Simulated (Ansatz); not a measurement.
Two members of one family (Series CuX(NH3)), computed with Ansatz in the gas phase. Binding counts from free atoms in the multiplicity of their measured ground term, without zero-point energy. Names give formal oxidation states. A dash marks a value that wasn't run or was left out as unsound. The structures are stationary points that may keep the symmetry of their start.

First: Cu(NH3)(SH) (singlet, charge 0, r2SCAN-D4/def2-TZVP geometry).

```xyz
7

Cu    0.1829    0.5961    0.2452
N     0.1311   -1.2464   -0.3696
H     1.0186   -1.7130   -0.1962
H    -0.0513   -1.3058   -1.3681
H    -0.5905   -1.7821    0.1051
S     0.2986    2.5830    0.9265
H    -0.9894    2.8681    0.6570
```

```
                 level  HOMO (eV)  LUMO (eV)  gap (eV)  vertical IE (eV)  vertical triplet (eV)  binding per atom (eV)
      PBE-D4/def2-TZVP      -4.17      -1.48      2.69              7.51                   3.58                   3.08
      B97M-V/def2-TZVP      -4.42      -1.35      3.07                 –                      –                   3.04
    B3LYP-D4/def2-TZVP      -5.13      -1.04      4.09                 –                      –                   3.01
     PBE0-D4/def2-TZVP      -5.35      -0.69      4.66              7.58                   3.88                   2.99
CAM-B3LYP-D4/def2-TZVP      -6.65       0.03      6.68                 –                      –                   3.03
```

Metal–donor distances: 1 × N 1.94 Å, 1 × S 2.10 Å.

Second: Cu(NH3)(NH2) (singlet, charge 0, r2SCAN-D4/def2-TZVP geometry).

Cartesian coordinates in Å:
```
Cu 0.120 -0.219 0.216
N -0.549 0.829 -1.260
H -0.847 1.753 -0.961
H -1.347 0.377 -1.702
H 0.164 0.952 -1.975
N 0.769 -1.327 1.493
H 0.097 -1.439 2.252
H 1.593 -0.926 1.938
```

Estimate the same table for the second.


```tsv
level	HOMO (eV)	LUMO (eV)	gap (eV)	vertical IE (eV)	vertical triplet (eV)	binding per atom (eV)
PBE-D4/def2-TZVP	-3.64	-1.20	2.44	7.14	3.25	3.19
B97M-V/def2-TZVP	-3.88	-1.09	2.79	–	–	3.10
B3LYP-D4/def2-TZVP	-4.70	-0.78	3.92	–	–	3.12
PBE0-D4/def2-TZVP	-4.88	-0.43	4.45	7.08	3.38	3.07
CAM-B3LYP-D4/def2-TZVP	-6.28	0.28	6.56	–	–	3.13
```

Metal–donor distances: 2 × N 1.81 to 1.93 Å.
